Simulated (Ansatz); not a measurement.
CH2OS, SMILES `O[C]S` (lower singlet; H–O–C–S torsion 0°, O–C–S–H torsion 180°) (charge 0, multiplicity 1). This singlet lies 1.52 eV below the relaxed triplet at the level frozen-core CCSD(T)/cc-pVTZ // PBE0-D3(BJ)/def2-TZVP (Ansatz, a first-principles code).

Cartesian coordinates (Å):
SMILES: O[C]S
```xyz
5

O     -1.3821     0.3366    -0.0242
C     -0.1373     0.7373    -0.0484
S      0.9738    -0.6041     0.0411
H     -1.5301    -0.6270     0.0386
H      2.0757     0.1571    -0.0070
```
Charge 0, spin multiplicity 1.

Frozen-core energies in cc-pVDZ from Ansatz at a geometry from PBE0-D3(BJ)/def2-TZVP; the HF reference has <S^2> = 0.00 (restricted, and unstable towards unrestricted orbitals) and the T1 diagnostic is 0.019.

| level | energy (Ha) | difference from CCSDT(Q) (mHa) |
|---|---|---|
| HF | -511.35158 | 485.64 |
| MP2 | -511.78836 | 48.86 |
| CCSD | -511.81947 | 17.75 |
| CCSD(T) | -511.83484 | 2.38 |
| CCSDT | -511.83580 | 1.42 |
| CCSDT(Q) | -511.83722 | 0.00 |
